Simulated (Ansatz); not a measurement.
The same molecule with X = O, S, Te. Ansatz, PBE0-D4/def2-TZVP geometries, multiplicity 1. Each molecule was computed in one conformer, which needn't be the lowest.

Elements past krypton have def2 core potentials.

| X | molecule | mean X–B bond length / Å | mean X–H bond length / Å | LUMO energy (PBE/def2-TZVPP) / eV | HOMO–LUMO gap (ωB97M-V/def2-TZVPP) / eV | HOMO energy (PBE0/def2-TZVPP) / eV |
| --- | --- | --- | --- | --- | --- | --- |
| S | `CBS` | 1.782 | 1.343 | -1.72 | 11.52 | -8.10 |
| Te | `CB[TeH]` | 2.120 | 1.661 | -2.08 | 9.64 | -6.90 |

Question: Give the row for X = O, `CBO`. (Best estimate.)

Answer: Computed: 
```json
{"X": "O", "molecule": "`CBO`", "mean X–B bond length / Å": "1.357", "mean X–H bond length / Å": "0.960", "LUMO energy (PBE/def2-TZVPP) / eV": "-0.81", "HOMO–LUMO gap (ωB97M-V/def2-TZVPP) / eV": "13.02", "HOMO energy (PBE0/def2-TZVPP) / eV": "-8.57"}
```

From O to Te the mean X–B bond length rises at each step, by 0.763 Å in all; the mean X–H bond length rises at each step, by 0.701 Å in all; the LUMO energy (PBE/def2-TZVPP) falls at each step, by 1.27 eV in all; the HOMO–LUMO gap (ωB97M-V/def2-TZVPP) falls at each step, by 3.38 eV in all; the HOMO energy (PBE0/def2-TZVPP) rises at each step, by 1.67 eV in all. Bonds lengthen as the atom grows down the group.

Spin–orbit coupling is left out; it splits and shifts lone-pair levels of the heavy atoms by tenths of an eV.
